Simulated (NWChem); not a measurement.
BeSiH$_{4}$O; SMILES [OH][Be][SiH3]

```xyz
7

Be     0.0002    -0.8345    -0.0001
O      0.0003    -2.2269     0.0004
H     -0.0035    -3.1749    -0.0037
Si     0.0000     1.3307     0.0000
H     -1.3158     1.8995     0.4441
H      0.2734     1.8991    -1.3615
H      1.0427     1.8992     0.9174
```
Atoms are numbered in this order, from 1.

Computed with NWChem. The geometry was optimised at PBE0/def2-SVP.

Problem. Predict the results for B3LYP/def2-TZVP. Quantities: highest occupied level (eV); orbital gap (eV); dipole (D).

Solution. The highest occupied level (eV) is -7.69, the orbital gap (eV) is 7.25 and the dipole (D) is 2.36.
